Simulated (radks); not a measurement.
Results of a calculation; reference values are marked as such.
All-electron atom: N III in [He] 2s2 2p1. Code: a radial shooting solver on a logarithmic mesh with Libxc functionals. Model: Dirac Kohn-Sham, PBE, spin-unpolarised, spherical densities, finite nucleus; open shells are shared between the two j in proportion to 2j + 1; Fermi nuclear charge, rms radius 2.5582 fm.

X-ray form factor f0, the Fourier transform of the density (f0(0) = 5):

sin(theta)/lambda (1/angstrom),f0 (electrons)
0.05,4.909
0.1,4.655
0.15,4.281
0.2,3.844
0.25,3.400
0.3,2.988
0.4,2.340
0.5,1.931
0.6,1.692
0.8,1.443
1,1.271
1.25,1.057
1.5,0.853
2,0.533
